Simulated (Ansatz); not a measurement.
BGeH7OSi (`BO[SiH2][GeH3]`), relaxed with RKS PBE0-D4/def2-TZVP in the Gaussian-basis code of Ansatz from a PBE-D4/def2-SVP geometry. The force threshold is 0.005 eV/Å; the program also tests the step.

The species carries charge 0 and has multiplicity 1.

Start:

```xyz
11

B    -0.985   -1.329   -1.356
O    -1.008    0.026   -1.371
Si   -0.291    1.173   -0.322
Ge    1.049    0.137    1.376
H    -1.587   -1.919   -2.236
H    -0.373   -1.927   -0.479
H     0.536    2.083   -1.186
H    -1.414    1.968    0.282
H     2.182   -0.719    0.753
H     0.193   -0.756    2.312
H     1.698    1.264    2.227
```

| step | energy (eV) | largest force (eV/Å) | largest move (Å) |
| --- | --- | --- | --- |
| 1 | -67222.6143 | 0.740 | 0.000 |
| 2 | -67222.6547 | 0.557 | 0.033 |
| 3 | -67222.6647 | 0.094 | 0.016 |
| 4 (rejected) | -67222.6643 | 0.132 | 0.037 |
| 5 | -67222.6657 | 0.026 | 0.018 |
| 6 | -67222.6660 | 0.012 | 0.024 |
| 7 | -67222.6661 | 0.001 | 0.011 |
| 8 | -67222.6661 | 0.012 | 0.018 |
| 9 (rejected) | -67222.6661 | 0.021 | 0.007 |
| 10 | -67222.6661 | 0.001 | 0.002 |

End:

```xyz
11

B    -0.984   -1.317   -1.352
O    -1.012    0.027   -1.327
Si   -0.292    1.149   -0.330
Ge    1.041    0.141    1.371
H    -1.612   -1.882   -2.202
H    -0.340   -1.924   -0.534
H     0.539    2.029   -1.190
H    -1.381    1.959    0.273
H     2.186   -0.691    0.775
H     0.201   -0.758    2.292
H     1.654    1.268    2.223
```

It took 39 s on 4 threads of an Arm Neoverse V1 on a shared host, with 0.52 GiB of host memory at the peak.
